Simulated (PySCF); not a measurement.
```xyz
16

B     -0.1536    -0.4171    -0.3795
C      0.5048     0.1811    -1.6793
H     -0.2067     0.3819    -2.4968
H      1.3561    -0.4018    -2.0670
H      0.9128     1.1640    -1.3712
C      0.6904    -1.3674     0.5564
H      0.3197    -1.4543     1.5904
H      1.7662    -1.1278     0.5689
H      0.6148    -2.3805     0.1104
C     -1.6846    -0.1636    -0.0917
H     -2.2317    -0.9550    -0.6445
H     -2.0576     0.7926    -0.4936
H     -1.9826    -0.2621     0.9646
S      0.5690     2.1795     1.7505
H     -0.7590     1.9377     1.8075
H      0.8605     1.0041     2.3495
```

Charge 0, multiplicity 1.

### Question
Give the Mulliken and meta-Löwdin atomic charges from PBE-D3(BJ)/def2-TZVP // B3LYP-D3(BJ)/def2-SVP (PySCF).

### Answer

```json
[
 {"atom": "B1", "Mulliken (e)": "0.08", "meta-Löwdin (e)": "0.24"},
 {"atom": "C2", "Mulliken (e)": "-0.42", "meta-Löwdin (e)": "-0.47"},
 {"atom": "H3", "Mulliken (e)": "0.12", "meta-Löwdin (e)": "0.12"},
 {"atom": "H4", "Mulliken (e)": "0.12", "meta-Löwdin (e)": "0.12"},
 {"atom": "H5", "Mulliken (e)": "0.15", "meta-Löwdin (e)": "0.15"},
 {"atom": "C6", "Mulliken (e)": "-0.43", "meta-Löwdin (e)": "-0.46"},
 {"atom": "H7", "Mulliken (e)": "0.11", "meta-Löwdin (e)": "0.11"},
 {"atom": "H8", "Mulliken (e)": "0.13", "meta-Löwdin (e)": "0.12"},
 {"atom": "H9", "Mulliken (e)": "0.14", "meta-Löwdin (e)": "0.14"},
 {"atom": "C10", "Mulliken (e)": "-0.43", "meta-Löwdin (e)": "-0.46"},
 {"atom": "H11", "Mulliken (e)": "0.14", "meta-Löwdin (e)": "0.14"},
 {"atom": "H12", "Mulliken (e)": "0.13", "meta-Löwdin (e)": "0.12"},
 {"atom": "H13", "Mulliken (e)": "0.11", "meta-Löwdin (e)": "0.11"},
 {"atom": "S14", "Mulliken (e)": "-0.31", "meta-Löwdin (e)": "-0.21"},
 {"atom": "H15", "Mulliken (e)": "0.18", "meta-Löwdin (e)": "0.12"},
 {"atom": "H16", "Mulliken (e)": "0.18", "meta-Löwdin (e)": "0.12"}
]
```
